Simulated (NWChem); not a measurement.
Molecule: C₃HF₃; SMILES C#CC(F)(F)F

Results from NWChem. Structure relaxed at the PBE0/def2-SVP level. Static field.

```json
[
 {"level": "PBE/Sadlej pVTZ", "isotropic polarisability (bohr³)": "39.7", "anisotropy (bohr³)": "21.2"},
 {"level": "B3LYP/Sadlej pVTZ", "isotropic polarisability (bohr³)": "___", "anisotropy (bohr³)": "___"},
 {"level": "Hartree-Fock/Sadlej pVTZ", "isotropic polarisability (bohr³)": "35.3", "anisotropy (bohr³)": "18.3"}
]
```

Q: What belongs in the gaps?

A: 
- B3LYP/Sadlej pVTZ, isotropic polarisability (bohr³): 38.3
- B3LYP/Sadlej pVTZ, anisotropy (bohr³): 20.2
